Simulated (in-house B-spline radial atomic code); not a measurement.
# Ionising Tl X (Tl9+) with different functionals

Computed with an all-electron radial atomic-structure program (B-spline basis): four-component Dirac-Coulomb Hamiltonian, Fermi nucleus of rms radius 5.4759 fm, spin-restricted, spherical fractional occupations for the functionals. The ionisation energy is the difference of two self-consistent energies, [Xe] 4f14 5d4 → [Xe] 4f14 5d3, without Breit or QED terms; ε is the level of the shell that loses the electron (mean over j). The electron is taken from both j subshells in proportion to 2j + 1, so the result is a j average, not the step between ground levels.

Hybrids are left out here: with spherical fractional occupations of an open shell their exact exchange keeps a self-interaction that integer-occupation calculations don't have.

```tsv
method	rung	ΔSCF (eV)	-ε(5d) (eV)
LDA VWN5	LDA	156.74	147.09
relativistic LDA	LDA	156.72	147.07
LDA PW92	LDA	156.73	147.08
LDA exchange-only	LDA	154.80	145.16
PBE	GGA	156.38	146.75
PBEsol	GGA	156.43	146.79
BLYP	GGA	156.21	146.56
RPBE	GGA	156.32	146.68
PW91	GGA	156.50	146.85
BP86	GGA	156.48	146.84
AM05	GGA	156.48	146.84
OLYP	GGA	156.86	147.21
```

(1) How do they compare with the NIST value?

## Answers

(1) NIST lists 158 eV ± 2.2 (tabulated theory, ground level to ground level). Errors run from -3.20 to -1.14 eV; all lie within about twice that uncertainty, so the table can't rank the methods.
